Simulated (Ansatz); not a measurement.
Relaxation of CH$_{3}$NO$_{2}$Si (8 atoms, charge 0, multiplicity 1), to a largest force component of 0.015 eV/Å in at most 40 steps.

These are results of RKS PBE/def2-SVP in Ansatz 0.2.0, not measurements.

```xyz
8
Properties=species:S:1:pos:R:3
N -0.868 0.137 1.239
Si 0.292 -0.543 0.274
O 0.627 0.753 -0.844
C 0.462 -0.365 -1.442
O 0.271 -0.855 -2.552
H -1.681 -0.563 1.354
H -0.509 0.159 2.226
H 1.548 -0.696 1.099
```

Where does it end, and by what steps?

The forces met the threshold. After 11 steps the energy has fallen by 1.230 eV; H6 moved furthest, 0.47 Å.

| step | energy less start (eV) | largest force component (eV/Å) | accepted |
| --- | --- | --- | --- |
| 0 | 0.0000 | 5.482 | yes |
| 1 | -0.8054 | 2.042 | yes |
| 2 | -1.0677 | 0.902 | yes |
| 3 | -1.1345 | 0.857 | yes |
| 4 | -1.1874 | 0.841 | yes |
| 5 | -1.2206 | 0.737 | yes |
| 6 | -1.2261 | 0.215 | yes |
| 7 | -1.2271 | 0.193 | yes |
| 8 | -1.2296 | 0.123 | yes |
| 9 | -1.2284 | 0.363 | no |
| 10 | -1.2299 | 0.025 | yes |
| 11 | -1.2299 | 0.012 | yes |

```xyz
8
Properties=species:S:1:pos:R:3
N -0.823 -0.220 1.427
Si 0.490 -0.398 0.351
O 0.695 0.747 -1.007
C 0.362 -0.493 -1.498
O 0.182 -0.878 -2.618
H -1.797 -0.175 1.124
H -0.701 0.006 2.416
H 1.735 -0.563 1.160
```

Run time: 36 s on 1 thread of Arm Neoverse V1, on a shared host, peak memory 0.14 GiB.
